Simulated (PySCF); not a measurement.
# Two-component Hartree-Fock for Hf⁵²⁺ (hafnium, charge +52)

Start: [Ar] 3d2; 3d3/2 filled at m_j = +1/2, +3/2. Calculated with PySCF 2.14 in an even-tempered Gaussian basis (15 s from 14 bohr⁻², ratio 2.8; 12 p from 18 bohr⁻², ratio 2.8; 8 d from 18 bohr⁻², ratio 2.8; 3 f from 58 bohr⁻², ratio 3): generalised Hartree-Fock with the X2C-1e Hamiltonian and a Gaussian nucleus; one run each with spin-orbit coupling (SO) switched off, then screened by Boettger's factors.

| spinor shell | electrons | ε, spin-free (eV) | ε, screened SO (eV) | weight of nominal j (screened SO) | rms radius, screened SO (bohr) |
| --- | --- | --- | --- | --- | --- |
| 1s1/2 | 2 | -69198.0 | -69177.2 | 1.000 | 0.0215 |
| 2s1/2 | 2 | -14776.6 | -14768.7 | 1.000 | 0.0861 |
| 2p1/2 | 2 | -13405.8 | -14271.1 | 1.000 | 0.0733 |
| 2p3/2 | 4 | -13405.8 | -13046.0 | 1.000 | 0.0801 |
| 3s1/2 | 2 | -5616.1 | -5613.6 | 1.000 | 0.212 |
| 3p1/2 | 2 | -5192.8 | -5416.8 | 1.000 | 0.202 |
| 3p3/2 | 4 | -5192.8 | -5097.8 | 1.000 | 0.215 |
| 3d3/2 | 2 | -4815.6 | -4851.1 | 0.998 | 0.183 |

```tsv
quantity	spin-free	screened SO
E (hartree)	-12513.71282	-12531.93955
M_J	2	2
⟨J²⟩	8.000	6.011
⟨L²⟩	12.000	10.148
⟨S²⟩	2.000	1.536
```

Each row is a mean over spinors that exchange with the open shell spreads, by up to 32.357 eV (3p1/2).

Breit and QED terms are absent; they matter most for the inner s and p1/2 levels.

Densities and radii are taken from the X2C orbitals without a picture-change correction, which distorts them close to the nucleus.

Without spin-orbit coupling the j labels of p, d and f shells carry no meaning; the spin-free column gives the mean over the occupied spinors of each nl shell, and its ⟨J²⟩ belongs to a mixture of degenerate components.
